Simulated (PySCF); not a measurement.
This script is equivalent to a calculation on Ne (neon, neutral).

```python
from pyscf import gto, scf, dft, mp, cc
import basis_set_exchange as bse
mol = gto.M(atom="Ne 0 0 0", charge=0, spin=0, symmetry="D2h",
            basis=gto.basis.parse(bse.get_basis("def2-SVP", elements=["Ne"], fmt="nwchem", header=False)))
mf = scf.UHF(mol)
mf.irrep_nelec = {'Ag': (2, 2), 'B1u': (1, 1), 'B2u': (1, 1), 'B3u': (1, 1)}
mf.kernel()
```

What total energy does it give?

-128.37641 hartree (calculated).

Which occupied shell lies highest, and where?

2p, at -22.827 eV.
